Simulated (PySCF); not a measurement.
Geometry (Å), atoms numbered from 1 in this order:
```xyz
25

C    -3.3791    1.7485    0.0354
C    -2.3756    0.9303    0.3670
C    -1.9377   -0.2695   -0.3836
C    -1.6149   -1.5615    0.4248
C    -0.4796   -2.1875   -0.4254
Si   -0.1588   -0.4368   -1.0766
C     1.1247    0.5329   -0.0994
C     2.5695    0.1176   -0.3777
C     3.5910    0.9089    0.4256
H    -3.6148    2.6335    0.6317
H    -3.9972    1.5641   -0.8495
H    -1.7917    1.1626    1.2689
H    -2.6481   -0.5036   -1.1952
H    -1.2286   -1.2775    1.4188
H    -2.4882   -2.2120    0.6014
H     0.2893   -2.7459    0.1274
H    -0.8836   -2.8424   -1.2140
H     0.0651   -0.2345   -2.5463
H     0.8967    0.4162    0.9754
H     0.9854    1.6068   -0.3206
H     2.6903   -0.9591   -0.1638
H     2.7841    0.2302   -1.4552
H     3.4250    0.7876    1.5082
H     4.6204    0.5853    0.2067
H     3.5238    1.9858    0.2017
```

Geometry: PBE0-D3(BJ)/def2-SVP; GIAO shifts from PySCF 2.14, gas phase, non-relativistic, averaged over equivalent atoms.

At PBE0/pcSseg-1 (240 basis functions, 50 s wall time on 1 thread of an Arm Neoverse V1, shared host):
```csv
atoms,δ (ppm)
C2,149.1
C1,116.4
C3,36.8
C4,30.8
C9,20.5
C8,20.1
C7,13.7
C5,8.9
Si6,5.1
H12,5.90
H11,5.07
H18,4.96
H10,4.89
H15,2.53
H13,2.33
H14,1.93
H21,1.30
H22,1.24
H23/H24/H25,1.11
H17,1.05
H19,0.81
H16,0.80
H20,0.64
```

Shifts are taken against calculated references (same method and geometry level): $^{13}$C (σref 184.41), $^{29}$Si (σref 351.99), $^{1}$H (σref 31.27) vs TMS.

Q: Predict the values at KT2/pcSseg-1 on the same geometry.

A: 
```tsv
atoms	δ at KT2/pcSseg-1	change
C2	138.8	-10.3
C1	106.8	-9.6
C3	40.3	+3.5
C4	34.4	+3.6
C9	21.1	+0.6
C8	22.2	+2.1
C7	15.4	+1.7
C5	10.6	+1.7
Si6	5.8	+0.7
H12	5.77	-0.13
H11	4.88	-0.19
H18	5.19	+0.23
H10	4.65	-0.24
H15	2.70	+0.17
H13	2.50	+0.17
H14	2.13	+0.20
H21	1.41	+0.11
H22	1.33	+0.09
H23/H24/H25	1.13	+0.02
H17	1.17	+0.12
H19	0.99	+0.18
H16	0.92	+0.12
H20	0.79	+0.15
```

References, each an isolated molecule treated in the same way: TMS for $^{13}$C (σ = 183.22 ppm), $^{29}$Si (σ = 361.05 ppm), $^{1}$H (σ = 31.18 ppm).

The largest change is at C2 (alkene CH). Cost: 240 basis functions, 73 s wall time on 1 thread of an Arm Neoverse V1, shared host. The order of the carbon signals changes between the two levels.
